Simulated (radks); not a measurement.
Species: Ga II. Configuration: [Ar] 3d10 4s2. Method: scalar-relativistic Kohn-Sham, r2SCAN, spin-unpolarised, spherical densities, finite nucleus; meta-GGA in the generalised Kohn-Sham scheme; Fermi nuclear charge, rms radius 3.9973 fm; computed with a radial shooting solver on a logarithmic mesh with Libxc functionals.

Normalised radial functions P(r) = r R(r), r in bohr:

r              2s      3d
0.004741   0.4605  0.0000
0.005388   0.5107  0.0001
0.006173   0.5682  0.0001
0.007073   0.6296  0.0001
0.008039   0.6906  0.0002
0.00921    0.7580  0.0003
0.01055    0.8267  0.0004
0.01199    0.8911  0.0006
0.01374    0.9570  0.0009
0.01574    1.0172  0.0013
0.01803    1.0680  0.0019
0.0205     1.1029  0.0027
0.02348    1.1210  0.0039
0.0269     1.1135  0.0056
0.03058    1.0767  0.0079
0.03503    0.9994  0.0113
0.04014    0.8759  0.0162
0.04562    0.7126  0.0225
0.05226    0.4856  0.0317
0.05987    0.2032  0.0444
0.0686    -0.1302  0.0615
0.07796   -0.4814  0.0829
0.08932   -0.8776  0.1125
0.1023    -1.2741  0.1508
0.1163    -1.6213  0.1962
0.1333    -1.9318  0.2557
0.1527    -2.1513  0.3277
0.1735    -2.2522  0.4070
0.1988    -2.2339  0.5026
0.2278    -2.0881  0.6072
0.2609    -1.8345  0.7167
0.2966    -1.5288  0.8195
0.3398    -1.1751  0.9209
0.3893    -0.8364  1.0064
0.4424    -0.5634  1.0655
0.5069    -0.3386  1.0979
0.5807    -0.1834  1.0947
0.66      -0.0926  1.0593
0.7562    -0.0396  0.9912
0.8663    -0.0147  0.8981
0.9925    -0.0046  0.7878
1.128     -0.0013  0.6760
1.292     -0.0003  0.5563
1.481     0.0000  0.4420
1.683     0.0000  0.3440
1.928     0.0000  0.2534
2.209     0.0000  0.1786
2.511     0.0000  0.1228
2.876     0.0000  0.0778
3.295     0.0000  0.0460
3.775     0.0000  0.0251
4.291     0.0000  0.0131
4.916     0.0000  0.0059
5.632      0.0000  0.0024
6.401      0.0000  0.0009
7.334      0.0000  0.0003

2s: eigenvalue -1282.2 eV, 1 radial node at r = 0.0652 bohr, <r> = 0.218 bohr, 90 % of the charge inside 0.337 bohr. 3d: eigenvalue -28.000 eV, 0 radial nodes, <r> = 0.805 bohr, 90 % of the charge inside 1.38 bohr.
